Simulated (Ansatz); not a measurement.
Cost and result for the atomization energy of C2H5ClSSi, SMILES `C[Si]1(Cl)CS1` (10 atoms, 10 bonds).

Cartesian coordinates in Å:
```
C -0.252 -1.405 -0.711
Si -0.389 0.359 -0.181
Cl -2.353 0.932 -0.161
C 0.719 1.134 1.048
S 1.046 1.763 -0.697
H -0.852 -2.046 -0.062
H -0.612 -1.521 -1.735
H 0.792 -1.720 -0.668
H 1.564 0.593 1.465
H 0.338 1.911 1.703
```

Charge 0, multiplicity 1. All single points use the PBE0-D4/def2-TZVP geometry. Program: Ansatz. All runs use 4 threads of an Arm Neoverse V1 on a shared host. Times are those of one run each, without the atoms' runs, and a repeat can differ threefold. Electronic energies, without spin–orbit coupling; frozen cores. CCSD(T)/CBS adds CCSD(T) − MP2 in def2-TZVPP to the MP2 limit, and its time is that of the two runs behind it. T1 = 0.011. B3LYP takes the VWN-RPA correlation (the form of Gaussian; ORCA's B3LYP/G).

CCSD(T)/CBS is a level of theory with its own doubt, some kJ/mol a heavy atom from the limit and from the frozen cores, so smaller differences don't rank the functionals.

| level | functions | wall time |
| --- | --- | --- |
| PBE-D4/def2-TZVPP (with forces) | 258 | 2.9 s |
| PBE0-D4/def2-TZVPP | 258 | 4.1 s |
| r2SCAN-D4/def2-TZVPP (with forces) | 258 | 6 s |
| B3LYP-D4/def2-TZVPP (with forces) | 258 | 6.5 s |
| B2PLYP/def2-TZVPP | 258 | 7 s |
| ωB97X-V/def2-TZVPP | 258 | 9.5 s |
| ωB97M-V/def2-TZVPP (with forces) | 258 | 14 s |
| MP2/def2-QZVPP | 474 | 24 s |
| CCSD(T)/def2-TZVPP | 258 | 2.6 min |
| CCSD(T)/CBS(def2) | – | 3 min |

What atomization energy does each give, and how far from CCSD(T)/CBS? (Estimate.)

Ansatz gave: 
```json
{"level": "PBE-D4/def2-TZVPP (with forces)", "atomization (kJ/mol)": "3760.3", "difference from CCSD(T)/CBS": "74.7", "per bond": "7.5"}
{"level": "PBE0-D4/def2-TZVPP", "atomization (kJ/mol)": "3714.2", "difference from CCSD(T)/CBS": "28.6", "per bond": "2.9"}
{"level": "r2SCAN-D4/def2-TZVPP (with forces)", "atomization (kJ/mol)": "3715.2", "difference from CCSD(T)/CBS": "29.6", "per bond": "3.0"}
{"level": "B3LYP-D4/def2-TZVPP (with forces)", "atomization (kJ/mol)": "3663.8", "difference from CCSD(T)/CBS": "-21.8", "per bond": "-2.2"}
{"level": "B2PLYP/def2-TZVPP", "atomization (kJ/mol)": "3628.6", "difference from CCSD(T)/CBS": "-57.0", "per bond": "-5.7"}
{"level": "ωB97X-V/def2-TZVPP", "atomization (kJ/mol)": "3705.6", "difference from CCSD(T)/CBS": "20.0", "per bond": "2.0"}
{"level": "ωB97M-V/def2-TZVPP (with forces)", "atomization (kJ/mol)": "3709.2", "difference from CCSD(T)/CBS": "23.6", "per bond": "2.4"}
{"level": "MP2/def2-QZVPP", "atomization (kJ/mol)": "3716.4", "difference from CCSD(T)/CBS": "30.8", "per bond": "3.1"}
{"level": "CCSD(T)/def2-TZVPP", "atomization (kJ/mol)": "3579.9", "difference from CCSD(T)/CBS": "-105.7", "per bond": "-10.6"}
{"level": "CCSD(T)/CBS(def2)", "atomization (kJ/mol)": "3685.6", "difference from CCSD(T)/CBS": "0.0", "per bond": "0.0"}
```

The D4 term adds +45.9 kJ/mol with B3LYP and +24.1 kJ/mol with PBE0; it sums over pairs of atoms, weighted by their polarisabilities, and B3LYP, whose exchange is more repulsive, gets the larger term. From PBE to PBE0 (25 % exact exchange), in def2-TZVPP and without D4, the atomization energy moves by −41.9 kJ/mol: exact exchange takes away binding that semilocal exchange gives to molecules. In def2-TZVPP, CCSD(T) changes the Hartree–Fock value by +868.9 kJ/mol (the triples alone add +62.7 kJ/mol) and MP2 by +943.3 kJ/mol; breaking electron pairs costs correlation energy, which Hartree–Fock lacks.
